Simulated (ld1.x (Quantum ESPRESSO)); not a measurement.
## Reading a pseudo-wave (technetium (Tc))

Columns: radius, all-electron u(r) and pseudo u(r) of the 5s shell (level -5.05 eV) of technetium in the configuration [Kr] 4d5 5s1.75 5p0.25; PBEsol, non-relativistic, TM scheme, ld1.x (Quantum ESPRESSO) 7.5.

```
r (bohr)  all-electron  pseudo
   0.140       -0.0823  0.0119
   0.280        0.1644  0.0244
   0.420        0.1048  0.0383
   0.560       -0.0902  0.0543
   0.700       -0.2359  0.0733
   0.840       -0.2837  0.0962
   0.980       -0.2480  0.1240
   1.120       -0.1594  0.1574
   1.260       -0.0454  0.1970
   1.400        0.0745  0.2428
   1.540        0.1883  0.2940
   1.680        0.2897  0.3488
   1.820        0.3761  0.4046
   1.960        0.4469  0.4581
   2.100        0.5028  0.5060
   2.240        0.5453  0.5456
   2.380        0.5757  0.5756
   2.520        0.5959  0.5958
   2.660        0.6071  0.6071
   2.800        0.6109  0.6109
   2.940        0.6084  0.6084
   3.080        0.6008  0.6008
   3.220        0.5890  0.5890
   3.360        0.5739  0.5739
   3.500        0.5561  0.5561
   3.640        0.5364  0.5364
```

Problem. How many radial nodes do the two functions have?

Solution. The all-electron 5s function has n − l − 1 = 4 (the table is too coarse to show those close to the nucleus); the pseudo-wave has 0, since the states of the same l below it are removed with the core.

Problem. At about which radius was the pseudo-wave matched?

Solution. 2.80 bohr. The columns agree to 0.0005 from 2.24 bohr on; several derivatives are matched, so the curves merge somewhat inside the radius.

Problem. Where does each function peak?

Solution. Outermost all-electron maximum near 2.80 bohr, pseudo maximum near 2.80 bohr (to the table’s step).

Problem. Is the pseudo-wave norm-conserving?

Solution. Yes: the TM scheme keeps the norm inside the radius equal to the all-electron one, which fixes the energy derivative of the logarithmic derivative at the level.
